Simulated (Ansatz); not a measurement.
Frontier orbitals of CH2OZn.

| atom | x (Å) | y (Å) | z (Å) |
| --- | --- | --- | --- |
| C1 | 0.341 | -0.490 | -0.457 |
| O2 | 1.011 | 0.197 | 0.257 |
| Zn3 | -1.376 | 1.945 | 1.811 |
| H4 | 0.790 | -1.229 | -1.149 |
| H5 | -0.766 | -0.423 | -0.463 |

Charge 0, multiplicity 1. For Zn the d shell is correlated and the shells below it are frozen. Scalar relativity is left out up to krypton. The bonds changed during the relaxation, so this is another structure than the one it started from. The geometry is a stationary point of PBE0-D4/def2-TZVP. Basis def2-TZVPP, Ansatz.

| functional | HOMO (eV) | LUMO (eV) | gap (eV) |
| --- | --- | --- | --- |
| PBE | -5.56 | -2.64 | 2.92 |
| PBE0 | -6.28 | -1.38 | 4.90 |
| LC-ωPBE | -8.63 | 1.19 | 9.82 |
| ωB97M-V | -8.37 | 0.96 | 9.33 |

Q: What is the vertical ionisation energy at frozen-core CCSD(T)/def2-TZVPP? (Estimate.)

A: Ansatz gave: 8.65 eV (T1 of the cation 0.016).

A quarter of exact exchange (PBE0) shifts PBE's HOMO by −0.72 eV and its LUMO by +1.26 eV; full exchange at long range (ωB97M-V) shifts them by −2.81 and +3.60 eV. The gap opens from 2.92 to 9.33 eV, since occupied levels lose self-interaction and empty ones feel all the electrons. A positive LUMO is unbound and depends on the basis. −ε(HOMO) differs from that ionisation energy by −3.09 eV with PBE and −0.28 eV with ωB97M-V.

LC-ωPBE has ω = 0.4 bohr⁻¹.
